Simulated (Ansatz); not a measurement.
BCl2I (BICl₂). The state is a singlet with charge 0. Geometry PBE0-D4/def2-SVP, basis def2-TZVP, Ansatz.

Cartesian coordinates in Å:
```
B -0.025 -0.049 -0.077
Cl -0.001 -1.788 -0.056
Cl -0.527 0.790 -1.516
I 0.553 1.047 1.649
```

```csv
run,HOMO (eV),LUMO (eV)
A,-9.15,-0.86
B,-10.53,0.17
C,-6.88,-3.10
D,-6.71,-2.86
E,-6.52,-2.66
F,-7.90,-2.01
```

In the def2 sets I takes a core potential; there is no spin–orbit coupling. LC-ωPBE has ω = 0.4 bohr⁻¹.

Question: The runs used BLYP, CAM-B3LYP, LC-ωPBE, LDA (SPW92), PBE, PBE0. Estimate which is which.

Answer: A CAM-B3LYP (range-separated); B LC-ωPBE (range-separated); C LDA (SPW92) (0 % exact exchange); D PBE (0 % exact exchange); E BLYP (0 % exact exchange); F PBE0 (25 % exact exchange). Exact exchange lowers occupied and raises empty levels; among semilocal functionals meta-GGAs tend to open the gap a little, and such runs are hard to tell apart. The gap grows from 3.78 eV (LDA (SPW92)) to 10.71 eV (LC-ωPBE).
